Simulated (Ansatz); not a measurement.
`O=C=[N][Hf]([F])([F])[N]=C=O`. Total charge 0; spin multiplicity 1. Hf takes the def2 core potential. Geometry: relaxed with PBE0-D4/def2-TZVP. It is one conformer, not always the lowest.

```xyz
9

O    -0.835   -0.390   -3.801
C    -0.440   -0.108   -2.747
N    -0.033    0.184   -1.652
Hf    0.670    0.694    0.174
F     0.301    2.523    0.509
F     2.546    0.427    0.231
N    -0.221   -0.447    1.586
C    -0.742   -1.118    2.439
O    -1.246   -1.765    3.261
```

Task: What is the dipole moment at PBE/def2-TZVPP? (Best estimate.)

Result: Computed: 0.46 D, with components (0.32, 0.33, 0.08) D in this frame, pointing from negative to positive charge.

Task: And with r2SCAN, B3LYP, ωB97M-V? (Estimate.)

Result: Computed: r2SCAN 0.47 D, B3LYP 0.47 D, ωB97M-V 0.53 D.

Task: Give the Mulliken charges with PBE, r2SCAN, ωB97M-V in def2-TZVPP. (An estimate is asked.)

Result: Ansatz gave: 
```
atom    PBE  r2SCAN  ωB97M-V
  O1  -0.14   -0.20    -0.21
  C2   0.17    0.30     0.32
  N3  -0.25   -0.40    -0.38
 Hf4   0.99    1.26     1.17
  F5  -0.27   -0.33    -0.31
  F6  -0.27   -0.33    -0.31
  N7  -0.25   -0.40    -0.38
  C8   0.17    0.30     0.32
  O9  -0.14   -0.20    -0.21
```

B3LYP here is the variant with VWN-RPA as its local correlation; programs differ in this.
